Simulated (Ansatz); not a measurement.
Which method gave which barrier?

Saddle point of SiN₂H₉F, singlet (SiNH₅ ([NH2][SiH3]) + NH₃ + HF → SiNH₄F ([NH2][SiH2][F]) + NH₃ + H₂; bonds formed: Si1–F7, H2–H8, H6–N9; bonds broken: Si1–H2, H6–F7, H8–N9), PBE0-D4/def2-TZVP structure:

Si1  (-0.222, 0.179, 0.977)
H2  (0.908, -0.307, -0.040)
H3  (-1.234, -0.857, 0.530)
H4  (-1.056, 1.079, 1.852)
N5  (0.873, -0.226, 2.253)
H6  (-0.519, 0.726, -1.535)
F7  (-0.539, 1.425, -0.316)
H8  (0.400, -0.568, -1.472)
N9  (-0.235, -0.115, -2.178)
H10  (0.674, 0.000, 3.214)
H11  (1.701, -0.784, 2.132)
H12  (0.269, 0.163, -3.012)
H13  (-1.020, -0.714, -2.404)
(Å)

Computed with Ansatz 0.2.0 (basis: def2-TZVPP, with def2-QZVPP for the basis limit); correlated methods freeze the cores. Extrapolation: Hartree–Fock as exp(−7.88 √X), correlation as X^−2.97. Four methods, as single points on the PBE0-D4 structures, gave these electronic barriers from the start structure: 6.55, 18.24, 22.64, 32.67 kcal/mol.

The methods were, in alphabetical order, BHLYP-D4, HF, PBE0-D4, SPW92. Which gave which? (Judge from chemistry; the calculation decides.)

The calculation gives: SPW92 6.55; PBE0-D4 18.24; BHLYP-D4 22.64; HF 32.67 kcal/mol. For comparison, CCSD(T) at an estimated basis limit (MP2 extrapolated from triple and quadruple zeta, plus CCSD(T) − MP2 in triple zeta) gives 20.97 kcal/mol.

T1 diagnostic: at most 0.011. The start structure is not quite a true minimum (one mode of 25i cm⁻¹).

Labels in which every atom is bracketed show which atoms are joined, not bond orders.

For scale, one of the runs: CCSD(T)/def2-TZVPP, 261 basis functions, launched by `ansatz run in.yaml --threads 8 --pin off --events-out ev --progress --plain --max-ram 19148MiB`. Hardware: 8 CPU threads of an Arm Neoverse V2, shared host. Wall time 78 s; peak host memory 6.4 GiB.
